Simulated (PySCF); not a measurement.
Q: Write Cartesian coordinates for `C=C1C=C1OC(F)(F)F` as optimised with GFN2-xTB.

A: 
```xyz
12
C5H3F3O angstrom
C     -0.677    0.970   -2.454
C     -0.624    0.388   -1.284
C     -1.182   -0.412   -0.186
C      0.055    0.040   -0.062
O      1.188    0.131    0.676
C      1.161   -0.480    1.862
F      2.330   -0.321    2.461
F      0.218    0.004    2.681
F      0.928   -1.796    1.771
H      0.161    1.520   -2.844
H     -1.562    0.916   -3.062
H     -1.996   -0.962    0.221
```

Any rigid rotation of these coordinates is as good. Atoms count from 1 in this order. The 3-membered ring C2–C3–C4 has internal angles of 54.1° to 64.1°. The 4 C–C bonds span 1.308 Å (C1=C2, drawn double) to 1.469 Å (C2–C3, drawn single), a spread of 0.161 Å. O5 (ether oxygen) is bent (angle 115.8°). Of the pairs four or more bonds apart, C3···F9 is among the closest relative to their van der Waals radii: 3.19 Å, 101 % of the sum of Bondi's values.

Bonds between heavy atoms (Å): C1=C2 1.308, C2–C3 1.469, C3=C4 1.323, C4–O5 1.356, O5–C6 1.335, C6–F7 1.323, C6–F8 1.340, C6–F9 1.339, C2–C4 1.441.

Computed geometry: GFN2-xTB, gas phase.

Point group: Cs (every atom within 0.08 Å of its image). GFN2-xTB frequencies: not computed here. The numbers are those of one conformer (C3–C4–O5–C6 -1°).
